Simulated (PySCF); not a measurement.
Job file and geometry (Å, from GFN2-xTB) of an NMR shielding run on SMILES P1(CCC)CC(CC)C1, C$_{8}$H$_{17}$P, GIAO PBE0/pcSseg-1 NMR shielding, non-relativistic, gas phase (PySCF); density fitting, a coarse starting grid and PySCF grid level 2 are the driver's defaults:

```
$ OMP_NUM_THREADS=1 python probes_run.py task.json out

{"job": {"kind": "nmr", "xc": "PBE0", "basis": "pcSseg-1"}, "charge": 0, "multiplicity": 1}
C      3.838384     0.937831    -0.382491
C      2.785723     0.543440     0.646319
C      1.838441    -0.518592     0.097230
P      0.524054    -0.960000     1.346390
C     -0.732907     0.371045     0.927219
C     -1.336039    -0.462236    -0.216979
C     -2.858477    -0.493912    -0.273194
C     -3.448041     0.858536    -0.657202
C     -0.677753    -1.797985     0.171322
H      4.428513     0.071670    -0.674912
H      3.366294     1.346119    -1.274233
H      4.510284     1.689886     0.024412
H      2.211979     1.427138     0.938205
H      3.273939     0.160114     1.545327
H      1.378988    -0.174838    -0.832823
H      2.396720    -1.435208    -0.116476
H     -1.433753     0.497122     1.753347
H     -0.331074     1.346048     0.655281
H     -0.960601    -0.115418    -1.183523
H     -3.167238    -1.246633    -1.003722
H     -3.246073    -0.797808     0.702649
H     -3.159418     1.619728     0.064035
H     -3.094165     1.165297    -1.639466
H     -4.533963     0.806525    -0.685869
H     -0.232696    -2.371722    -0.640867
H     -1.362167    -2.443533     0.723294
```

Question: What does the program print?

Answer: 
```
coarse grid: 20856 points
cycle   1  E = -655.7240871986  dE =  8.007e-01  |g| = 5.107e-01  |ddm| = 4.418e+00
cycle   2  E = -655.7014476962  dE =  2.264e-02  |g| = 5.977e-01  |ddm| = 1.000e+00
cycle   3  E = -655.7950784687  dE = -9.363e-02  |g| = 5.461e-02  |ddm| = 5.920e-01
cycle   4  E = -655.7957211424  dE = -6.427e-04  |g| = 2.704e-02  |ddm| = 1.154e-01
cycle   5  E = -655.7959028207  dE = -1.817e-04  |g| = 6.006e-03  |ddm| = 3.243e-02
cycle   6  E = -655.7959110846  dE = -8.264e-06  |g| = 2.183e-03  |ddm| = 8.435e-03
final grid: 192920 points
cycle   7  E = -655.8542729179  dE = -8.130e-05  |g| = 1.196e-02  |ddm| = 5.059e-02
cycle   8  E = -655.8542528233  dE =  2.009e-05  |g| = 1.487e-02  |ddm| = 2.443e-02
cycle   9  E = -655.8543101894  dE = -5.737e-05  |g| = 8.027e-04  |ddm| = 1.453e-02
cycle  10  E = -655.8543103399  dE = -1.506e-07  |g| = 2.980e-04  |ddm| = 1.396e-03
cycle  11  E = -655.8543103611  dE = -2.117e-08  |g| = 7.251e-05  |ddm| = 3.181e-04
cycle  12  E = -655.8543103623  dE = -1.213e-09  |g| = 2.488e-05  |ddm| = 1.078e-04
cycle  13  E = -655.8543103625  dE = -1.519e-10  |g| = 5.149e-06  |ddm| = 3.056e-05
converged SCF energy = -655.8543103625

GIAO shielding tensors (ppm)
atom      isotropic    diamagn.    paramagn.     s11        s22        s33       span
  0 C      167.435     244.101     -76.666    154.849    159.873    187.584     32.734
  1 C      162.768     247.516     -84.749    150.706    165.073    172.526     21.820
  2 C      149.082     256.503    -107.420    128.697    150.385    168.165     39.468
  3 P      349.700     967.260    -617.560    265.571    378.076    405.453    139.882
  4 C      159.833     253.527     -93.693    136.162    167.044    176.294     40.131
  5 C      144.881     250.932    -106.051    118.962    152.710    162.971     44.009
  6 C      148.600     247.318     -98.718    134.886    141.038    169.877     34.991
  7 C      173.914     245.699     -71.785    159.317    174.544    187.880     28.564
  8 C      158.540     255.566     -97.026    142.690    155.590    177.338     34.648
  9 H       30.610      27.570       3.040     26.510     28.660     36.660     10.151
 10 H       30.664      29.419       1.245     26.307     29.460     36.224      9.918
 11 H       30.278      25.964       4.314     25.545     27.307     37.983     12.437
 12 H       30.412      32.543      -2.131     24.907     31.796     34.531      9.624
 13 H       30.193      30.612      -0.420     24.799     29.895     35.884     11.085
 14 H       29.631      36.623      -6.992     24.630     31.299     32.964      8.334
 15 H       30.107      34.245      -4.137     25.727     29.812     34.783      9.057
 16 H       30.221      34.184      -3.963     26.863     29.636     34.163      7.300
 17 H       30.129      34.193      -4.064     25.763     29.955     34.669      8.906
 18 H       28.788      35.574      -6.787     24.886     29.543     31.935      7.049
 19 H       30.197      30.726      -0.529     25.524     29.321     35.746     10.222
 20 H       30.385      32.260      -1.875     26.338     30.774     34.043      7.705
 21 H       30.715      30.192       0.524     25.994     30.867     35.286      9.293
 22 H       31.144      29.713       1.431     26.589     29.377     37.466     10.878
 23 H       30.675      26.184       4.492     25.803     27.604     38.619     12.816
 24 H       30.060      33.439      -3.379     26.016     28.592     35.572      9.556
 25 H       29.974      33.920      -3.946     26.570     29.060     34.291      7.722
```

Question: Turn these shieldings into chemical shifts. Shifts are taken against calculated references (same method and geometry level): 13C (σ = 186.93 ppm), 1H (σ = 31.72 ppm) vs TMS; 31P (σ = 318.38 ppm) against H3PO4.

Answer: Averaging equivalent atoms: C 5: 42.0; C 6: 38.3; C 2: 37.8; C 4/8: 27.7; C 1: 24.2; C 0: 19.5; C 7: 13.0; P 3: -31.3; H 18: 2.93; H 14/15: 1.85; H 17/24: 1.62; H 16/25: 1.62; H 19/20: 1.43; H 12/13: 1.41; H 9/10/11: 1.20; H 21/22/23: 0.87 ppm. Experimental scales use liquid or dissolved standards, which lie at an offset from isolated H3PO4.

Size and cost of the density-fitted run: 245 basis functions, 58 s wall time on 1 thread of an Arm Neoverse V2, shared host; peak memory 1.2 GiB.
